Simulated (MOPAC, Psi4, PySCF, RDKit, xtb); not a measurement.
Torsional profile of C6H10, SMILES C1(C2CC2)CC1, singlet. Scanned: dihedral C1–C3–C4–C5; all other coordinates were relaxed at GFN2-xTB.

Atom numbering (GFN2-xTB optimised geometry, Å):
```
16

C      1.8139    -0.7654    -0.0441
C      1.7866     0.7033     0.2511
C      0.5147    -0.0922     0.2895
C     -0.5149     0.1020    -0.7737
C     -1.7798    -0.7051    -0.7437
C     -1.8205     0.7610    -0.4370
H      1.9754    -1.0745    -1.0657
H      2.2539    -1.4296     0.6841
H      1.9298     1.3884    -0.5708
H      2.2080     1.0501     1.1823
H      0.0947    -0.2968     1.2673
H     -0.0952     0.3175    -1.7493
H     -1.9182    -1.3980     0.0724
H     -2.1965    -1.0480    -1.6784
H     -2.2653     1.4270    -1.1604
H     -1.9865     1.0603     0.5868
```

Levels: MMFF94 // GFN2-xTB (RDKit); AM1, restricted, heats of formation // GFN2-xTB (MOPAC); PM3, restricted, heats of formation // GFN2-xTB (MOPAC); RHF/6-31G* = restricted Hartree-Fock/6-31G*, spherical d, density fitting // GFN2-xTB in PySCF; GFN1-xTB // GFN2-xTB (xtb); wB97X-D/def2-TZVP // GFN2-xTB (Psi4).

Energies in kJ/mol, each method relative to its own lowest point.

| φ / ° | MMFF94 | AM1 | PM3 | RHF/6-31G* | GFN1-xTB | wB97X-D/def2-TZVP |
|---|---|---|---|---|---|---|
| -165 | 0.6 | 4.7 | 2.9 | 4.0 | 5.1 | 4.4 |
| -150 | 0.0 | 5.7 | 3.1 | 1.4 | 4.6 | 1.9 |
| -135 | 0.1 | 6.0 | 3.3 | 0.6 | 3.4 | 0.2 |
| -120 | 1.4 | 5.8 | 3.4 | 2.5 | 2.6 | 0.4 |
| -105 | 3.9 | 6.9 | 4.8 | 8.3 | 3.6 | 4.8 |
| -90 | 6.0 | 10.1 | 7.6 | 16.8 | 6.5 | 12.2 |
| -75 | 6.8 | 12.3 | 9.3 | 21.1 | 8.2 | 16.8 |
| -60 | 5.3 | 11.3 | 8.7 | 17.9 | 7.1 | 13.7 |
| -45 | 3.0 | 8.3 | 6.0 | 10.7 | 4.5 | 7.2 |
| -30 | 1.8 | 6.1 | 3.8 | 4.3 | 2.7 | 1.6 |
| -15 | 1.0 | 5.9 | 3.2 | 1.2 | 2.9 | 0.0 |
| 0 | 0.4 | 5.8 | 3.1 | 0.9 | 4.1 | 1.0 |
| 15 | 0.4 | 5.2 | 3.0 | 2.6 | 4.9 | 3.2 |
| 30 | 0.9 | 4.3 | 2.8 | 5.4 | 5.1 | 5.6 |
| 45 | 1.7 | 3.9 | 2.5 | 7.8 | 4.8 | 8.0 |
| 60 | 2.0 | 3.5 | 2.4 | 8.1 | 4.0 | 8.6 |
| 75 | 1.6 | 2.4 | 1.8 | 5.5 | 2.5 | 6.4 |
| 90 | 1.1 | 0.9 | 0.7 | 2.0 | 0.9 | 3.2 |
| 105 | 1.0 | 0.0 | 0.0 | 0.0 | 0.0 | 1.4 |
| 120 | 1.4 | 0.1 | 0.1 | 0.6 | 0.2 | 1.9 |
| 135 | 2.1 | 1.3 | 0.9 | 3.4 | 1.4 | 4.4 |
| 150 | 2.6 | 2.7 | 1.9 | 6.8 | 3.1 | 7.5 |
| 165 | 2.5 | 3.6 | 2.4 | 8.5 | 4.3 | 8.7 |
| 180 | 1.7 | 3.9 | 2.5 | 7.1 | 5.0 | 7.2 |

Root-mean-square difference from the wB97X-D/def2-TZVP profile, itself a level with limits, after the best constant shift (kJ/mol): MMFF94 3.0, AM1 3.7, PM3 3.3, RHF/6-31G* 2.0, GFN1-xTB 3.2.
